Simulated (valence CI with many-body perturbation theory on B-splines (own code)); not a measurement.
## E1 line list for Tl LXXV

Level of theory: relativistic CI+MBPT: five valence electrons over a frozen Dirac-Fock core [He], a basis of 9 s, 9 p, 8 d, 6 f, 3 g, 1 h functions for each j, with the one-electron correlation potential Σ1 (screened to all orders), the two-electron term Σ2, the three-electron term Σ3, Breit, model QED; selected single and double excitations, second order for the rest (own B-spline code, finite nucleus).

The last digits are not significant, and no measured levels were compared; by estimate large intervals hold to a few tenths of a per cent, small ones and those within an open d or f shell to about a per cent. Among the levels kept, up to 1200 cm⁻¹ of a level comes from second order outside the variational space, and about a tenth of that is noise between levels of different J, which matters for small intervals.

Lines 151 to 200 of 271 in falling wavelength, among levels below 14118 eV, chosen from the strongest by gf and those to the six lowest levels. Wavelengths and rates use the calculated energies. Electric multipoles are in the length gauge, E1 and E2 with the static RPA response of the core. Weak lines are less certain than strong ones. Lines between different terms over intervals too small for the method are left out, as are lines whose strength nearly cancels. The highest levels of a list are the least certain.

Levels are named by their leading jj configuration (3d3/2^4 stands for four electrons in 3d with j = 3/2), which in mixed levels can hold well under half, so a name can repeat and another be missing. Letters in brackets count levels of one name in rising energy.

```tsv
λ vac (Å)	Upper	Lower	A (s⁻¹)	S (a.u.)
1.178	(2s 2p1/2^2 2p3/2 3s) J=3/2 [b]	(2s 2p1/2^2 2p3/2^2) J=1/2	2.14e+11	6.91e-07
1.178	(2s 2p1/2^2 2p3/2 3s) J=5/2	(2s 2p1/2^2 2p3/2^2) J=5/2	1.71e+14	8.27e-04
1.175	(2s^2 2p1/2 2p3/2 3s) J=3/2 [a]	(2s^2 2p1/2 2p3/2^2) J=5/2	3.43e+13	1.10e-04
1.175	(2s^2 2p1/2^2 3s) J=1/2	(2s^2 2p1/2^2 2p3/2) J=3/2	3.59e+14	5.74e-04
1.174	(2s 2p1/2^2 2p3/2 3s) J=3/2 [a]	(2s 2p1/2^2 2p3/2^2) J=5/2	2.72e+14	8.68e-04
1.173	(2s^2 2p1/2 2p3/2 3s) J=5/2	(2s^2 2p1/2 2p3/2^2) J=5/2	1.71e+14	8.19e-04
1.173	(2s^2 2p1/2 2p3/2 3s) J=3/2 [a]	(2s^2 2p1/2 2p3/2^2) J=3/2	1.52e+14	4.85e-04
1.172	(2s^2 2p1/2 2p3/2 3s) J=3/2 [b]	(2s^2 2p1/2 2p3/2^2) J=5/2	2.59e+14	8.23e-04
1.171	(2s^2 2p1/2 2p3/2 3s) J=1/2	(2s^2 2p1/2 2p3/2^2) J=3/2	3.03e+14	4.80e-04
1.170	(2s^2 2p1/2 2p3/2 3s) J=5/2	(2s^2 2p1/2 2p3/2^2) J=3/2	1.21e+13	5.74e-05
1.170	(2s^2 2p1/2 2p3/2 3s) J=3/2 [b]	(2s^2 2p1/2 2p3/2^2) J=3/2	4.61e+13	1.46e-04
1.165	(2s 2p1/2^2 2p3/2 3s) J=3/2 [b]	(2s 2p1/2^2 2p3/2^2) J=5/2	2.69e+13	8.38e-05
1.147	(2s^2 2p1/2 2p3/2 3p3/2) J=1/2 [a]	(2s 2p1/2^2 2p3/2^2) J=1/2	1.10e+12	1.64e-06
1.147	(2s^2 2p1/2 2p3/2 3p3/2) J=3/2 [a]	(2s 2p1/2^2 2p3/2^2) J=1/2	7.61e+10	2.26e-07
1.143	(2s^2 2p1/2 2p3/2 3p3/2) J=3/2 [b]	(2s 2p1/2^2 2p3/2^2) J=1/2	2.59e+11	7.65e-07
1.140	(2s^2 2p1/2 2p3/2 3p3/2) J=1/2 [b]	(2s 2p1/2^2 2p3/2^2) J=1/2	1.00e+11	1.46e-07
1.135	(2s^2 2p1/2 2p3/2 3p3/2) J=5/2 [a]	(2s 2p1/2^2 2p3/2^2) J=5/2	8.97e+11	3.88e-06
1.134	(2s^2 2p1/2 2p3/2 3p3/2) J=3/2 [a]	(2s 2p1/2^2 2p3/2^2) J=5/2	3.23e+11	9.29e-07
1.133	(2s^2 2p1/2 2p3/2 3p3/2) J=7/2	(2s 2p1/2^2 2p3/2^2) J=5/2	2.99e+10	1.72e-07
1.131	(2s^2 2p1/2 2p3/2 3p3/2) J=3/2 [b]	(2s 2p1/2^2 2p3/2^2) J=5/2	3.07e+11	8.75e-07
1.130	(2s^2 2p1/2 2p3/2 3p3/2) J=5/2 [b]	(2s 2p1/2^2 2p3/2^2) J=5/2	9.57e+10	4.09e-07
1.130	(2s 2p1/2^2 2p3/2 3p1/2) J=3/2 [a]	(2s^2 2p1/2 2p3/2^2) J=1/2	1.02e+11	2.91e-07
1.123	(2s 2p1/2^2 2p3/2 3p1/2) J=3/2 [a]	(2s^2 2p1/2 2p3/2^2) J=5/2	4.78e+10	1.34e-07
1.123	(2s 2p1/2^2 2p3/2 3p1/2) J=5/2	(2s^2 2p1/2 2p3/2^2) J=5/2	1.35e+11	5.65e-07
1.121	(2s 2p1/2^2 2p3/2 3p1/2) J=3/2 [a]	(2s^2 2p1/2 2p3/2^2) J=3/2	1.08e+12	3.01e-06
1.121	(2s 2p1/2^2 2p3/2 3p1/2) J=5/2	(2s^2 2p1/2 2p3/2^2) J=3/2	1.71e+10	7.12e-08
1.119	(2s 2p1/2^2 2p3/2 3p1/2) J=1/2	(2s^2 2p1/2 2p3/2^2) J=1/2	1.46e+11	2.02e-07
1.119	(2s 2p1/2^2 2p3/2 3p1/2) J=3/2 [b]	(2s^2 2p1/2 2p3/2^2) J=1/2	2.03e+11	5.61e-07
1.113	(2s 2p1/2^2 2p3/2 3p1/2) J=3/2 [b]	(2s^2 2p1/2 2p3/2^2) J=5/2	5.79e+11	1.58e-06
1.111	(2s 2p1/2^2 2p3/2 3p1/2) J=1/2	(2s^2 2p1/2 2p3/2^2) J=3/2	6.67e+10	9.03e-08
1.111	(2s 2p1/2^2 2p3/2 3p1/2) J=3/2 [b]	(2s^2 2p1/2 2p3/2^2) J=3/2	2.77e+11	7.49e-07
1.099	(2s 2p1/2^2 2p3/2 3d3/2) J=3/2 [a]	(2s 2p1/2^2 2p3/2^2) J=1/2	1.32e+14	3.46e-04
1.099	(2s 2p1/2^2 2p3/2 3d3/2) J=1/2 [a]	(2s 2p1/2^2 2p3/2^2) J=3/2	1.45e+14	1.90e-04
1.098	(2s 2p1/2^2 2p3/2 3d3/2) J=1/2 [a]	(2s 2p1/2^2 2p3/2^2) J=1/2	7.37e+13	9.64e-05
1.092	(2s^2 2p1/2 2p3/2 3d3/2) J=3/2 [a]	(2s^2 2p1/2 2p3/2^2) J=1/2	8.37e+13	2.15e-04
1.091	(2s^2 2p1/2 2p3/2 3d3/2) J=1/2 [a]	(2s^2 2p1/2 2p3/2^2) J=1/2	1.15e+14	1.48e-04
1.090	(2s 2p1/2^2 2p3/2 3d3/2) J=3/2 [b]	(2s 2p1/2^2 2p3/2^2) J=3/2	1.21e+14	3.09e-04
1.090	(2s 2p1/2^2 2p3/2 3d3/2) J=3/2 [b]	(2s 2p1/2^2 2p3/2^2) J=1/2	2.68e+13	6.86e-05
1.090	(2s 2p1/2^2 2p3/2 3d3/2) J=5/2 [b]	(2s 2p1/2^2 2p3/2^2) J=3/2	4.88e+13	1.87e-04
1.089	(2s 2p1/2^2 2p3/2 3d3/2) J=1/2 [b]	(2s 2p1/2^2 2p3/2^2) J=3/2	2.00e+14	2.54e-04
1.088	(2s 2p1/2^2 2p3/2 3d3/2) J=1/2 [b]	(2s 2p1/2^2 2p3/2^2) J=1/2	2.30e+14	2.93e-04
1.088	(2s 2p1/2^2 2p3/2 3d3/2) J=5/2 [a]	(2s 2p1/2^2 2p3/2^2) J=5/2	1.95e+14	7.44e-04
1.088	(2s^2 2p1/2 2p3/2 3d3/2) J=3/2 [b]	(2s^2 2p1/2 2p3/2^2) J=1/2	1.27e+14	3.23e-04
1.087	(2s 2p1/2^2 2p3/2 3d3/2) J=3/2 [a]	(2s 2p1/2^2 2p3/2^2) J=5/2	3.43e+14	8.70e-04
1.087	(2s 2p1/2^2 2p3/2 3d3/2) J=7/2	(2s 2p1/2^2 2p3/2^2) J=5/2	4.77e+13	2.42e-04
1.087	(2s^2 2p1/2 2p3/2 3d3/2) J=1/2 [b]	(2s^2 2p1/2 2p3/2^2) J=1/2	9.21e+13	1.17e-04
1.086	(2s^2 2p1/2^2 3d3/2) J=3/2	(2s^2 2p1/2^2 2p3/2) J=3/2	3.75e+14	9.48e-04
1.086	(2s^2 2p1/2 2p3/2 3d3/2) J=3/2 [a]	(2s^2 2p1/2 2p3/2^2) J=5/2	6.80e+13	1.72e-04
1.086	(2s^2 2p1/2 2p3/2 3d3/2) J=5/2 [a]	(2s^2 2p1/2 2p3/2^2) J=5/2	1.84e+14	6.97e-04
1.084	(2s^2 2p1/2 2p3/2 3d3/2) J=7/2	(2s^2 2p1/2 2p3/2^2) J=5/2	6.43e+13	3.23e-04
```
